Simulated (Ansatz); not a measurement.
# Redistribution: C3H9BO + C2H7BS → C3H9BS + C2H7BO

Species: C3H9BO `CC(C)BO`, singlet; C2H7BS `CCBS`, singlet; C3H9BS `CC(C)BS`, singlet; C2H7BO `CCBO`, singlet. The partners trade OH for SH; both sit on B, so the bond types are kept.

Shapes, held fixed at every level: PBE0-D4/def2-TZVP. Flexible molecules stand in one conformer, not always the lowest. Programs: Ansatz 0.2.0. The zero-point and thermal change to 298 K, harmonic and unscaled (PBE0-D4/def2-TZVP), is +0.1 kJ/mol.

(1) Estimate ΔH(298 K) of this reaction.

Answers

(1) The highest level, CCSD(T)/CBS estimate, gives ΔH(298 K) = -1.4 kJ/mol; the levels span -1.4 to +0.1. That is about zero within the method's error. They disagree on the sign: 1 of 7 are positive. The column of differences is taken from that level and isn't an error. No measured value is set beside it here. The CBS estimate extrapolates MP2 from def2-TZVPP and def2-QZVPP and adds CCSD(T) − MP2 in the triple-zeta set, cores frozen. Times are processor times on shared x86 and Arm servers, and rough.

```csv
level,kind,ΔH(298 K) (kJ/mol),less CCSD(T)/CBS estimate,CPU time (sum over the molecules)
HF/def2-SVP,Hartree–Fock,+0.1,+1.5,–
SPW92/def2-TZVPP,LDA,-0.7,+0.7,23 s
PBE-D4/def2-TZVPP,GGA,-1.0,+0.4,48 s
B3LYP-D4/def2-TZVPP,global hybrid,-1.2,+0.2,84 s
CCSD(T)/def2-SVP,coupled cluster or CI,-1.1,+0.3,99 s
CCSD/def2-TZVPP,coupled cluster or CI,-1.2,+0.2,–
CCSD(T)/CBS estimate,coupled cluster or CI,-1.4,0.0,50 min
```
